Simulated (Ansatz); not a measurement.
Total energies of CH₅AlO₂Si.

```csv
atom,x (Å),y (Å),z (Å)
O1,0.236,-0.670,-1.291
C2,-0.514,0.585,-0.721
Si3,0.773,1.421,0.391
Al4,-0.013,-0.750,0.614
O5,-0.557,-2.252,1.169
H6,-0.428,-1.199,-1.752
H7,-1.120,1.012,-1.513
H8,1.989,2.115,-0.138
H9,-0.013,2.372,1.221
H10,-0.354,-2.634,2.020
```

The species carries charge 0 and has multiplicity 1. The bonds changed during the relaxation, so this is another structure than the one it started from. Geometry: relaxed with PBE0-D4/def2-TZVP. It is one conformer, not always the lowest. Basis def2-TZVPP, the Gaussian-basis code of Ansatz.

RPA on PBE orbitals: Hartree–Fock energy of these orbitals -721.37011 Eh, correlation -1.37606 Eh (frozen core).

```json
{"functional": "LDA (SPW92)", "kind": "LDA", "energy without D4 (Eh)": "-719.92287", "D4 term (kJ/mol)": "–"}
{"functional": "BLYP", "kind": "GGA", "energy without D4 (Eh)": "-723.53361", "D4 term (kJ/mol)": "-45.7"}
{"functional": "B97M-V", "kind": "meta-GGA with VV10", "energy without D4 (Eh)": "-723.40120", "D4 term (kJ/mol)": "–"}
{"functional": "PBE0", "kind": "global hybrid, 25 % exact exchange", "energy without D4 (Eh)": "-723.13233", "D4 term (kJ/mol)": "-17.8"}
{"functional": "B3LYP", "kind": "global hybrid, 20 %", "energy without D4 (Eh)": "-723.62082", "D4 term (kJ/mol)": "-34.2"}
{"functional": "r2SCANh", "kind": "meta-GGA hybrid, 10 %", "energy without D4 (Eh)": "-723.41390", "D4 term (kJ/mol)": "-5.4"}
{"functional": "r2SCAN0", "kind": "meta-GGA hybrid, 25 %", "energy without D4 (Eh)": "-723.39092", "D4 term (kJ/mol)": "-6.0"}
{"functional": "HSE06 (plane-wave form)", "kind": "screened hybrid", "energy without D4 (Eh)": "-723.11077", "D4 term (kJ/mol)": "-16.7"}
{"functional": "BHLYP", "kind": "global hybrid, 50 %", "energy without D4 (Eh)": "-723.47351", "D4 term (kJ/mol)": "-28.1"}
{"functional": "CAM-B3LYP", "kind": "range-separated hybrid", "energy without D4 (Eh)": "-723.51548", "D4 term (kJ/mol)": "-18.3"}
{"functional": "ωB97X-V", "kind": "range-separated hybrid GGA with VV10", "energy without D4 (Eh)": "-723.42657", "D4 term (kJ/mol)": "–"}
{"functional": "ωB97M-V", "kind": "range-separated hybrid meta-GGA with VV10", "energy without D4 (Eh)": "-723.47627", "D4 term (kJ/mol)": "–"}
{"functional": "B2PLYP", "kind": "double hybrid", "energy without D4 (Eh)": "-723.20651", "D4 term (kJ/mol)": "–"}
{"functional": "PBE-QIDH", "kind": "double hybrid", "energy without D4 (Eh)": "-722.93085", "D4 term (kJ/mol)": "–"}
```

**Question.** Give the same for PBE, revPBE, r2SCAN, LC-ωPBE. (An estimate is asked.)

**Answer.** Ansatz gave: 
```
functional                         kind  energy without D4 (Eh)  D4 term (kJ/mol)
       PBE                          GGA              -723.08123             -21.0
    revPBE                          GGA              -723.40286             -59.5
    r2SCAN                     meta-GGA              -723.43009              -5.0
   LC-ωPBE  long-range corrected hybrid              -723.28495                 –
```

B3LYP takes the VWN-RPA correlation (the form of Gaussian; ORCA's B3LYP/G). HSE06 is the plane-wave form, built on full-range PBE exchange. The double hybrids freeze the cores in their second-order part.

LC-ωPBE has ω = 0.4 bohr⁻¹.
